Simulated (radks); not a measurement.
The numbers below are computed, except where a source is named.
Species: the platinum ion Pt33+. Configuration: [Ar] 3d10 4s2 4p4 4d9 5s2 (not the ground configuration). Code: a radial shooting solver on a logarithmic mesh with Libxc functionals. Model: non-relativistic Kohn-Sham, r2SCAN, spin-polarised, spherical densities, point nucleus; open shells are filled with parallel spins first (spin-orbit coupling, left out, can overturn this in heavy ions); meta-GGA in the generalised Kohn-Sham scheme; relativity is left out, which matters for an element this heavy.

Local quantities along the radius. ELF = 1/(1 + alpha^2) is the electron localisation function; alpha = (tau - tau_W)/tau_unif compares the Pauli kinetic energy density with that of the uniform gas (summed over spins).

```
   r/bohr * ELF (the largest magnitude, 1, reaches the edge; | marks zero)
0.0006419 |                                                      *
0.0008291 |                                                      *
  0.00108 |                                                      *
 0.001395 |                                                      *
 0.001816 |                                                      *
 0.002346 |                                                      *
  0.00303 |                                                      *
 0.003946 |                                                      *
 0.005097 |                                                      *
 0.006584 |                                                      *
 0.008573 |                                                     *
  0.01107 |                                                    *
  0.01442 |                                               *
  0.01863 |                                   *
  0.02406 |                    *
  0.03133 |                  *
  0.04047 |                            *
  0.05228 |                                      *
  0.06808 |                                    *
  0.08794 |                       *
   0.1145 |                      *
   0.1479 |                                   *
   0.1911 |                                     *
   0.2488 |               *
   0.3214 |                     *
   0.4185 |                                       *
   0.5406 |                         *
   0.6983 |         *
   0.9093 |                          *
    1.175 |                                             *
    1.517 |                                             *
```

On this mesh the ELF has minima near r = 0.028, 0.100, 0.28, 0.70 bohr, which separate the shells, and maxima near 0.060 (0.72), 0.17 (0.72), 0.42 (0.73), 1.3 (0.87).
